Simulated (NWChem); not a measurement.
System: CH₆O₂Si; SMILES C[SiH](O)O

Parts of the log:

```
             Northwest Computational Chemistry Package (NWChem) 7.3.0
             --------------------------------------------------------

 CS  symmetry detected

                             Geometry "geometry" -> ""
                             -------------------------

 Output coordinates in angstroms (scale by  1.889725989 to convert to a.u.)

  No.       Tag          Charge          X              Y              Z
 ---- ---------------- ---------- -------------- -------------- --------------
    1 Si                  14.0000     0.33389452     0.06720953     0.00000000
    2 C                    6.0000    -0.19406442    -1.70654806     0.00000000
    3 O                    8.0000    -0.28253037     0.75314544    -1.38668885
    4 O                    8.0000    -0.28253037     0.75314544     1.38668885
    5 H                    1.0000     1.82188102     0.25333261     0.00000000
    6 H                    1.0000    -1.29336324    -1.76787386     0.00000000
    7 H                    1.0000     0.17855637    -2.22832580     0.89402394
    8 H                    1.0000     0.17855637    -2.22832580    -0.89402394
    9 H                    1.0000     0.06235938     1.60961037    -1.65117843
   10 H                    1.0000     0.06235938     1.60961037     1.65117843

 Effective nuclear repulsion energy (a.u.)     182.6028288258

      Symmetry information
      --------------------

 Group name             Cs
 Group number              2
 Group order               2
 No. of unique centers     7

                                 NWChem DFT Module
                                 -----------------

 Summary of "ao basis" -> "ao basis" (spherical)
 ------------------------------------------------------------------------------
       Tag                 Description            Shells   Functions and Types
 ---------------- ------------------------------  ------  ---------------------
 Si                          6-31g*                  8       18   4s3p1d
 C                           6-31g*                  6       14   3s2p1d
 O                           6-31g*                  6       14   3s2p1d
 H                           6-31g*                  2        2   2s

      Symmetry analysis of basis
      --------------------------

        a'         45
        a"         27

            General Information
            -------------------
          SCF calculation type: DFT
          Wavefunction type:  closed shell.
          No. of atoms     :    10
          No. of electrons :    42
           Alpha electrons :    21
            Beta electrons :    21
          Charge           :     0
          Spin multiplicity:     1
          Use of symmetry is: on ; symmetry adaption is: on
          Maximum number of iterations: 150
          AO basis - number of functions:    72
                     number of shells:    38
          Convergence on energy requested:  1.00D-06
          Convergence on density requested:  1.00D-05
          Convergence on gradient requested:  5.00D-04

              XC Information
              --------------
                         PBE0 Method XC Functional
                     Hartree-Fock (Exact) Exchange  0.250
          PerdewBurkeErnzerhof Exchange Functional  0.750
            Perdew 1991 LDA Correlation Functional  1.000 local
           PerdewBurkeErnz. Correlation Functional  1.000 non-local

             Grid Information
             ----------------
          Grid used for XC integration:  medium
          Radial quadrature: Mura-Knowles
          Angular quadrature: Lebedev.
          Tag              B.-S. Rad. Rad. Pts. Rad. Cut. Ang. Pts.
          ---              ---------- --------- --------- ---------
          Si                  1.10       88           8.0       590
          C                   0.70       49          10.0       434
          O                   0.60       49          10.0       434
          H                   0.35       45          11.0       434
          Grid pruning is: on
          Number of quadrature shells:   366
          Spatial weights used:  Erf1

      Superposition of Atomic Density Guess
      -------------------------------------

 Sum of atomic energies:        -478.97566137

      Non-variational initial energy
      ------------------------------

 Total energy =    -480.591495
 1-e energy   =   -1022.742215
 2-e energy   =     359.547891
 HOMO         =      -0.373703
 LUMO         =       0.066878

      Symmetry analysis of molecular orbitals - initial
      -------------------------------------------------

  Numbering of irreducible representations:

     1 a'          2 a"

  Orbital symmetries:

     1 a'          2 a'          3 a"          4 a'          5 a'
     6 a"          7 a'          8 a'          9 a'         10 a"
    11 a'         12 a'         13 a"         14 a'         15 a'
    16 a"         17 a"         18 a'         19 a"         20 a'
    21 a'         22 a'         23 a"         24 a'         25 a"
    26 a'         27 a'         28 a"         29 a'         30 a'
    31 a'

     ---------------------------------------------
      Total Density - Mulliken Population Analysis
     ---------------------------------------------

    Atom       Charge   Shell Charges
 -----------   ------   -------------------------------------------------------
    1 Si  14    12.74   2.00  2.00  5.97  0.84  1.26  0.19  0.25  0.24
    2 C    6     7.00   2.00  0.72  2.12  0.71  1.43  0.02
    3 O    8     9.04   2.00  0.93  3.15  0.90  2.04  0.01
    4 O    8     9.04   2.00  0.93  3.15  0.90  2.04  0.01
    5 H    1     1.10   0.47  0.62
    6 H    1     0.74   0.45  0.29
    7 H    1     0.73   0.45  0.29
    8 H    1     0.73   0.45  0.29
    9 H    1     0.44   0.35  0.09
   10 H    1     0.44   0.35  0.09

   convergence    iter        energy       DeltaE   RMS-Dens  Diis-err
 ---------------- ----- ----------------- --------- --------- ---------
 d= 0,ls=0.0,diis     1   -481.2946155186 -6.64D+02  1.64D-02  8.68D-01
 d= 0,ls=0.0,diis     2   -481.2573203062  3.73D-02  9.28D-03  1.34D+00
 d= 0,ls=0.0,diis     3   -481.3839984973 -1.27D-01  1.11D-03  1.98D-02
 d= 0,ls=0.0,diis     4   -481.3857661201 -1.77D-03  3.15D-04  8.90D-04
 d= 0,ls=0.0,diis     5   -481.3858630779 -9.70D-05  8.66D-05  1.10D-04
  Resetting Diis
 d= 0,ls=0.0,diis     6   -481.3858775040 -1.44D-05  8.30D-06  3.85D-07
 d= 0,ls=0.0,diis     7   -481.3858775567 -5.27D-08  1.40D-06  7.60D-09

         Total DFT energy =     -481.385877556746
      One electron energy =    -1027.238213214016
           Coulomb energy =      408.807610379993
    Exchange-Corr. energy =      -45.558103548519
 Nuclear repulsion energy =      182.602828825796

 Numeric. integr. density =       41.999993559198

                  Occupations of the irreducible representations
                  ----------------------------------------------

                     irrep           alpha         beta
                     --------     --------     --------
                     a'               14.0         14.0
                     a"                7.0          7.0

                       DFT Final Molecular Orbital Analysis
                       ------------------------------------

 Vector   19  Occ=2.000000D+00  E=-3.381364D-01  Symmetry=a'
              MO Center= -1.8D-01, -3.0D-01, -8.5D-14, r^2= 3.0D+00
   Bfn.  Coefficient  Atom+Function         Bfn.  Coefficient  Atom+Function
  ----- ------------  ---------------      ----- ------------  ---------------
    22      0.306960   2 C  py               35     -0.235927   3 O  px
    49     -0.235927   4 O  px                8     -0.228038   1 Si py
    36      0.193666   3 O  py               50      0.193666   4 O  py
    26      0.177760   2 C  py               39     -0.174213   3 O  px
    53     -0.174213   4 O  px               40      0.147780   3 O  py

 Vector   20  Occ=2.000000D+00  E=-3.157735D-01  Symmetry=a"
              MO Center= -2.2D-01,  6.9D-01, -1.2D-14, r^2= 2.7D+00
   Bfn.  Coefficient  Atom+Function         Bfn.  Coefficient  Atom+Function
  ----- ------------  ---------------      ----- ------------  ---------------
    37      0.340325   3 O  pz               51      0.340325   4 O  pz
    41      0.256957   3 O  pz               55      0.256957   4 O  pz
    35     -0.213214   3 O  px               49      0.213214   4 O  px
    36      0.207454   3 O  py               50     -0.207454   4 O  py
    39     -0.169937   3 O  px               53      0.169937   4 O  px

 Vector   21  Occ=2.000000D+00  E=-3.075616D-01  Symmetry=a'
              MO Center=  4.8D-01,  1.5D-01,  1.6D-14, r^2= 3.2D+00
   Bfn.  Coefficient  Atom+Function         Bfn.  Coefficient  Atom+Function
  ----- ------------  ---------------      ----- ------------  ---------------
    62      0.369246   5 H  s                35     -0.288639   3 O  px
    49     -0.288639   4 O  px               61      0.236784   5 H  s
     7      0.225498   1 Si px               39     -0.220350   3 O  px
    53     -0.220350   4 O  px               22     -0.194180   2 C  py
    26     -0.147064   2 C  py                8      0.117875   1 Si py

 Vector   22  Occ=0.000000D+00  E= 5.160060D-02  Symmetry=a'
              MO Center=  2.7D-01,  1.3D+00,  2.3D-14, r^2= 4.1D+00
   Bfn.  Coefficient  Atom+Function         Bfn.  Coefficient  Atom+Function
  ----- ------------  ---------------      ----- ------------  ---------------
    12      0.830513   1 Si py               38     -0.580696   3 O  s
    52     -0.580696   4 O  s                70      0.456858   9 H  s
    72      0.456858  10 H  s                10      0.393740   1 Si s
    40     -0.255133   3 O  py               54     -0.255133   4 O  py
    66      0.255510   7 H  s                68      0.255510   8 H  s

[...]
```

Level: PBE0/6-31G* (spherical d). All runs use the structure optimised with PBE0/def2-SVP.

Question: Which NWChem input produces such a log?

Answer: One answer among several that fit: the input that was run:
```
start job
memory heap 200 mb stack 900 mb global 1100 mb
geometry units angstroms noautoz
  Si    -0.102369    -0.016913     0.256188
  C     -0.108928    -1.799362    -0.241598
  O     -1.511005     0.651696    -0.328691
  O      1.261025     0.665194    -0.414111
  H     -0.057883     0.194456     1.740132
  H     -0.142570    -1.879353    -1.339181
  H      0.798798    -2.310542     0.112077
  H     -0.988385    -2.318917     0.167079
  H     -1.770157     1.511973     0.010683
  H      1.530530     1.529288    -0.092908
end
basis spherical
  Si library 6-31g*
  C library 6-31g*
  O library 6-31g*
  H library 6-31g*
end
dft
  xc pbe0
  iterations 150
  mulliken
end
task dft energy
```
